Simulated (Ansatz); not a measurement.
Reaction (silylene loss): `FB(F)O[SiH3]` → `OB(F)F` + `[SiH2]`

Program: Ansatz. Geometries: PBE0-D4/def2-TZVP. ΔE: electronic, gas phase. CBS: MP2 limit from def2 TZ/QZ plus the TZ coupled-cluster correction, frozen cores. This one scheme is used for every species. Functionals use def2-TZVPP. One conformer a species, not always the lowest.

| level | ΔE (kJ/mol) |
| --- | --- |
| LDA (SPW92) | 337.2 |
| ωB97X-V | 332.2 |
| ωB97M-V | 317.0 |
| PBE | 305.5 |
| CAM-B3LYP | 324.8 |
| MP2/def2-SVP | 319.5 |
| MP2/def2-TZVPP | 336.1 |
| CCSD/CBS(def2) | 321.0 |

What does CCSD(T)/CBS give? (An estimate is asked.)

Ansatz gave: +322.5 kJ/mol. The listed levels differ from it by 14.7, 9.7, -5.5, -17.0, 2.3, -3.0, 13.6, -1.5 kJ/mol.

Largest T1 diagnostic among the species: 0.014.

From PBE to PBE0 (25 % exact exchange), in def2-TZVPP and without D4, ΔE moves by +13.3 kJ/mol. At CCSD(T), def2-SVP lies −24.9 kJ/mol from the extrapolated value and def2-TZVPP −7.3 kJ/mol. The D4 term adds +9.9 kJ/mol with B3LYP and +5.3 kJ/mol with PBE0; it sums over pairs of atoms, weighted by their polarisabilities, and B3LYP, whose exchange is more repulsive, gets the larger term.

B3LYP here is the variant with VWN-RPA as its local correlation; programs differ in this.
